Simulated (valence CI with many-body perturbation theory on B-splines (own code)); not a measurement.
## Forbidden lines of V II

Method: configuration interaction combined with many-body perturbation theory (CI+MBPT): four valence electrons over a frozen Dirac-Fock core [Ar], radial functions for each j: 9 s, 9 p, 10 d, 8 f, 5 g, 3 h, 1 i, with the one-electron correlation potential Σ1 (screened to all orders), the two-electron term Σ2, the three-electron term Σ3, Breit, model QED; selected single and double excitations, second order for the rest, scaled by the run's own slope (own B-spline code, finite nucleus).

Set against measurement, 12 paired levels are off by 831 cm⁻¹ on average, the worst by 1312. These come from a selection out of the NIST Handbook of Basic Atomic Spectroscopic Data. Levels without a partner in it may be off by more, other configurations by 1,000 to 4,000 cm⁻¹. Among the levels kept, up to 570 cm⁻¹ of a level comes from second order outside the variational space, and about a tenth of that is noise between levels of different J, which matters for small intervals.

Lines 51 to 91 of 91 in falling wavelength, among levels below 31474 cm⁻¹, chosen from the decays that carry over 1 % of a level's rate. Wavelengths and rates use the calculated energies, so an error of 800 cm⁻¹ moves a line at 847.2 nm by 6.8 % and its rate by three times that or more. Electric multipoles are in the length gauge, E1 and E2 with the static RPA response of the core. S is in atomic units (e²a₀⁴ for E2 and M2, e²a₀⁶ for E3), for M1 in squared Bohr magnetons. Weak lines are less certain than strong ones. Lines between different terms over intervals too small for the method are left out, as are lines whose strength nearly cancels and 10 of this kind that miss the measured wavelength by over 7 %. Where a level lies close to another of its J and parity, the split of strength between their lines is uncertain.

Names give the largest LS component (configuration and term), which can be under half, so a name can repeat, a term be missing and a line seem to break the LS rules; names also repeat where a configuration has a term twice. Letters in brackets count levels of one name in rising energy.

| λ vac (nm) | Upper | Lower | Type | A (s⁻¹) | S (a.u.) |
| --- | --- | --- | --- | --- | --- |
| 904.2 | 3d3 4s 5P_3 | 3d3 4s 5F_4 | E2 | 8.74e-03 | 3.30e+00 |
| 903.3 | 3d3 4s 5P_2 | 3d3 4s 5F_3 | E2 | 1.30e-02 | 3.50e+00 |
| 900.9 | 3d3 4s 5P_1 | 3d3 4s 5F_2 | E2 | 1.48e-02 | 2.35e+00 |
| 895.9 | 3d4 3P_1 | 3d4 5D_0 | M1 | 3.25e-03 | 2.60e-04 |
| 893.7 | 3d3 4s 5P_1 | 3d3 4s 5F_1 | E2 | 1.38e-02 | 2.11e+00 |
| 893.5 | 3d3 4s 5P_2 | 3d3 4s 5F_2 | E2 | 6.49e-03 | 1.65e+00 |
| 882.7 | 3d4 3P_2 | 3d4 5D_3 | M1 | 1.75e-02 | 2.23e-03 |
| 869.3 | 3d4 3P_2 | 3d4 5D_1 | M1 | 9.69e-04 | 1.18e-04 |
| 865.8 | 3d3 4s 3G_3 | 3d3 4s 5F_4 | M1 | 2.37e-04 | 3.99e-05 |
| 862.3 | 3d3 4s 3G_5 | 3d3 4s 5F_5 | M1 | 1.53e-02 | 3.99e-03 |
| 859.3 | 3d3 4s 3G_4 | 3d3 4s 5F_4 | M1 | 7.48e-03 | 1.58e-03 |
| 854.3 | 3d3 4s 3G_3 | 3d3 4s 5F_3 | M1 | 3.29e-03 | 5.33e-04 |
| 848.8 | 3d3 4s 3G_5 | 3d3 4s 5F_4 | M1 | 4.10e-03 | 1.02e-03 |
| 848.1 | 3d3 4s 3G_4 | 3d3 4s 5F_3 | M1 | 4.36e-03 | 8.88e-04 |
| 847.2 | 3d4 3F_3 | 3d3 4s 5F_4 | M1 | 4.06e-04 | 6.41e-05 |
| 845.6 | 3d3 4s 3G_3 | 3d3 4s 5F_2 | M1 | 3.22e-03 | 5.05e-04 |
| 828.1 | 3d4 3F_2 | 3d3 4s 5F_1 | M1 | 4.30e-04 | 4.52e-05 |
| 810.6 | 3d3 4s 5P_2 | 3d4 5D_4 | E2 | 1.18e-01 | 1.85e+01 |
| 808.4 | 3d3 4s 5P_1 | 3d4 5D_3 | E2 | 1.40e-01 | 1.29e+01 |
| 801.8 | 3d3 4s 5P_1 | 3d4 5D_2 | E2 | 9.08e-02 | 8.06e+00 |
| 801.3 | 3d3 4s 5P_3 | 3d4 5D_4 | E2 | 1.12e-01 | 2.31e+01 |
| 797.1 | 3d3 4s 5P_1 | 3d4 5D_1 | E2 | 2.41e-02 | 2.07e+00 |
| 796.0 | 3d3 4s 5P_2 | 3d4 5D_2 | E2 | 4.02e-02 | 5.74e+00 |
| 793.3 | 3d3 4s 5P_3 | 3d4 5D_3 | E2 | 9.84e-02 | 1.93e+01 |
| 791.3 | 3d3 4s 5P_2 | 3d4 5D_1 | E2 | 6.90e-02 | 9.56e+00 |
| 788.6 | 3d3 4s 5P_2 | 3d4 5D_0 | E2 | 3.36e-02 | 4.57e+00 |
| 787.0 | 3d3 4s 5P_3 | 3d4 5D_2 | E2 | 4.86e-02 | 9.17e+00 |
| 782.5 | 3d3 4s 5P_3 | 3d4 5D_1 | E2 | 1.17e-02 | 2.14e+00 |
| 771.0 | 3d3 4s 3G_3 | 3d4 5D_4 | M1 | 2.92e-04 | 3.47e-05 |
| 765.9 | 3d3 4s 3G_4 | 3d4 5D_4 | M1 | 4.68e-03 | 7.01e-04 |
| 763.6 | 3d3 4s 3G_3 | 3d4 5D_3 | M1 | 1.94e-03 | 2.24e-04 |
| 758.6 | 3d3 4s 3G_4 | 3d4 5D_3 | M1 | 9.15e-04 | 1.33e-04 |
| 757.7 | 3d3 4s 3G_3 | 3d4 5D_2 | M1 | 7.15e-04 | 8.07e-05 |
| 756.2 | 3d4 3F_3 | 3d4 5D_4 | M1 | 1.94e-03 | 2.18e-04 |
| 754.4 | 3d4 3F_2 | 3d4 5D_3 | M1 | 1.57e-03 | 1.25e-04 |
| 751.9 | 3d4 3F_4 [a] | 3d4 5D_4 | M1 | 2.27e-02 | 3.22e-03 |
| 749.1 | 3d4 3F_3 | 3d4 5D_3 | M1 | 1.38e-02 | 1.50e-03 |
| 748.7 | 3d4 3F_2 | 3d4 5D_2 | M1 | 6.39e-03 | 4.97e-04 |
| 744.9 | 3d4 3F_4 [a] | 3d4 5D_3 | M1 | 4.68e-03 | 6.46e-04 |
| 744.6 | 3d4 3F_2 | 3d4 5D_1 | M1 | 3.29e-03 | 2.52e-04 |
| 743.4 | 3d4 3F_3 | 3d4 5D_2 | M1 | 5.18e-03 | 5.53e-04 |
